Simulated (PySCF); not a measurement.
H2S2, charge +1, doublet, geometry from GFN2-xTB (a state made from the parent by changing its charge; the spin is typed, not shown lowest). Base run: SCAN/6-31G (PySCF).

Geometry (Å):
```xyz
4

S     -0.8096    -0.0377     0.5946
S      0.8096     0.0377    -0.5946
H     -1.7186    -0.0813    -0.4051
H      1.7186     0.0813     0.4051
```
Charge +1, spin multiplicity 2.
Orbitals are unrestricted.
All else is at PySCF's defaults.
Base energy -797.19176 Eh.

Variants of this job, named by their change:

```
change                                     ΔE vs base (mEh)  grid points  electrons on the grid
-----------------------------------------  ----------------  -----------  ---------------------
base                                                  0.000        57376               33.00000
grids.radi_method = delley                            8.826        61216               33.00000
grids.atom_grid = (50, 194)                          -0.208        25984               33.00003
grids.level = 2                                      -1.481        34240               33.00000
grids.level = 1                                      -0.194        17576               33.00003
grids.atom_grid = (30, 110)                          26.165         9792               33.00016
small_rho_cutoff = 0                                  0.000        57376               33.00000
grids.prune = off                                    -0.001        99640               33.00000
grids.becke_scheme = stratmann                       -0.002        57376               33.00000
grids.prune = dft.gen_grid.treutler_prune            -0.002        53296               33.00000
grids.level = 7                                       4.548       271040               33.00000
```

Open shells are given as the SCF converged; they aren't shown to be the lowest states, and a large step between rows can be another state.
